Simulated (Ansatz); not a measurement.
Two members of one family (Oligo(phenylene ethynylene), donor-acceptor), computed with Ansatz in the gas phase. The two geometries come from different levels. Binding counts from free atoms in the multiplicity of their measured ground term, without zero-point energy. Sets without diffuse functions give affinities that are too small. A dash marks a value that wasn't run or was left out as unsound. The structures are stationary points that may keep the symmetry of their start.

First: CN(C)c1ccc(C#Cc2ccc(C#Cc3ccc(C#Cc4ccc(C#CC#N)cc4)cc3)cc2)cc1 (singlet, charge 0, r2SCAN-D4/def2-SVP geometry).

```xyz
59

C    10.777    3.605   -5.975
N     9.432    3.786   -6.475
C     9.216    4.430   -7.752
C     8.359    3.346   -5.737
C     7.027    3.529   -6.194
C     5.947    3.085   -5.444
C     6.126    2.432   -4.202
C     5.022    1.982   -3.442
C     4.062    1.593   -2.782
C     2.956    1.146   -2.024
C     3.144    0.421   -0.819
C     2.059   -0.016   -0.075
C     0.734    0.252   -0.497
C    -0.374   -0.191    0.265
C    -1.336   -0.573    0.924
C    -2.446   -1.010    1.684
C    -3.768   -0.714    1.271
C    -4.856   -1.142    2.017
C    -4.671   -1.884    3.209
C    -5.782   -2.318    3.971
C    -6.746   -2.693    4.630
C    -7.858   -3.124    5.390
C    -7.675   -3.869    6.581
C    -8.765   -4.291    7.328
C   -10.082   -3.985    6.911
C   -11.194   -4.414    7.672
C   -12.159   -4.787    8.332
C   -13.233   -5.202    9.066
N   -14.155   -5.558    9.696
C   -10.269   -3.241    5.722
C    -9.179   -2.819    4.977
C    -3.349   -2.181    3.621
C    -2.261   -1.754    2.875
C     0.544    0.976   -1.700
C     1.628    1.411   -2.446
C     7.455    2.250   -3.750
C     8.540    2.692   -4.490
H    11.032    2.536   -5.846
H    10.925    4.105   -5.000
H    11.489    4.039   -6.686
H    10.185    4.687   -8.196
H     8.630    5.364   -7.653
H     8.681    3.772   -8.461
H     6.833    4.026   -7.144
H     4.932    3.239   -5.819
H     4.162    0.209   -0.483
H     2.219   -0.574    0.852
H    -3.922   -0.142    0.354
H    -5.873   -0.907    1.690
H    -6.660   -4.108    6.908
H    -8.614   -4.866    8.245
H   -11.285   -3.001    5.397
H    -9.328   -2.246    4.060
H    -3.195   -2.754    4.540
H    -1.245   -1.988    3.203
H    -0.474    1.189   -2.037
H     1.470    1.970   -3.372
H     7.624    1.749   -2.793
H     9.543    2.527   -4.095
```

```
             level  HOMO (eV)  LUMO (eV)  gap (eV)  vertical IE (eV)  vertical EA (eV)  vertical triplet (eV)  binding per atom (eV)
   PBE-D4/def2-SVP      -4.61      -3.21      1.40              6.06              1.91                   1.74                   5.66
r2SCAN-D4/def2-SVP      -4.78      -3.25      1.54                 –                 –                      –                   5.44
  PBE0-D4/def2-SVP      -5.40      -2.69      2.72              6.43              1.77                   2.21                   5.52
```

Second: CN(C)c1ccc(C#Cc2ccc(C#Cc3ccc(C#Cc4ccc(C#Cc5ccc(C#Cc6ccc(C#CC#N)cc6)cc5)cc4)cc3)cc2)cc1 (singlet, charge 0, PBE-D4/def2-SVP geometry).

Cartesian coordinates in Å:
```
C 17.202 8.923 -3.629
N 17.052 7.528 -3.266
C 18.222 6.683 -3.140
C 15.794 7.005 -3.039
C 15.614 5.636 -2.682
C 14.344 5.114 -2.455
C 13.178 5.917 -2.567
C 11.887 5.378 -2.335
C 10.764 4.906 -2.131
C 9.477 4.360 -1.896
C 8.314 5.182 -1.923
C 7.052 4.643 -1.690
C 6.888 3.256 -1.421
C 5.602 2.705 -1.183
C 4.487 2.220 -0.974
C 3.209 1.655 -0.732
C 2.050 2.474 -0.640
C 0.797 1.917 -0.397
C 0.643 0.511 -0.240
C -0.631 -0.060 0.008
C -1.737 -0.564 0.226
C -3.002 -1.153 0.479
C -3.150 -2.567 0.528
C -4.390 -3.147 0.779
C -5.541 -2.341 0.996
C -6.802 -2.935 1.256
C -7.896 -3.458 1.486
C -9.151 -4.064 1.752
C -10.270 -3.281 2.152
C -11.499 -3.880 2.419
C -11.666 -5.286 2.293
C -12.917 -5.897 2.566
C -14.005 -6.431 2.803
C -15.251 -7.047 3.079
C -16.333 -6.292 3.613
C -17.558 -6.896 3.885
C -17.750 -8.282 3.633
C -18.996 -8.899 3.910
C -20.083 -9.436 4.152
C -21.285 -10.033 4.419
N -22.322 -10.547 4.650
C -16.673 -9.039 3.097
C -15.449 -8.433 2.827
C -10.549 -6.069 1.890
C -9.318 -5.471 1.628
C -5.394 -0.927 0.948
C -4.154 -0.347 0.693
C 1.801 -0.309 -0.335
C 3.054 0.249 -0.573
C 8.048 2.433 -1.394
C 9.311 2.972 -1.625
C 13.359 7.280 -2.921
C 14.624 7.812 -3.152
H 18.275 9.152 -3.765
H 16.678 9.168 -4.581
H 16.807 9.607 -2.844
H 18.198 5.825 -3.849
H 19.128 7.276 -3.359
H 18.331 6.265 -2.114
H 16.481 4.971 -2.580
H 14.235 4.054 -2.182
H 8.427 6.255 -2.130
H 6.163 5.291 -1.712
H 2.157 3.562 -0.760
H -0.091 2.561 -0.327
H -2.266 -3.200 0.364
H -4.491 -4.242 0.814
H -10.152 -2.193 2.252
H -12.356 -3.265 2.730
H -16.191 -5.220 3.812
H -18.387 -6.306 4.300
H -16.816 -10.111 2.898
H -14.620 -9.024 2.413
H -10.667 -7.157 1.789
H -8.460 -6.085 1.319
H -6.277 -0.294 1.114
H -4.052 0.747 0.657
H 1.694 -1.397 -0.215
H 3.941 -0.396 -0.644
H 7.935 1.359 -1.188
H 10.200 2.325 -1.602
H 12.474 7.926 -3.015
H 14.706 8.872 -3.425
```

Q: Estimate how these quantities change from the first to the second (second minus first).

A: 
| level | Δ HOMO (eV) | Δ LUMO (eV) | Δ gap (eV) | Δ vertical IE (eV) | Δ vertical EA (eV) | Δ vertical triplet (eV) | Δ binding per atom (eV) |
| --- | --- | --- | --- | --- | --- | --- | --- |
| PBE-D4/def2-SVP | 0.05 | -0.15 | -0.21 | -0.26 | 0.39 | -0.13 | 0.08 |
| r2SCAN-D4/def2-SVP | 0.05 | -0.16 | -0.21 | – | – | – | 0.08 |
| PBE0-D4/def2-SVP | 0.06 | -0.15 | -0.21 | -0.18 | 0.31 | -0.04 | 0.08 |
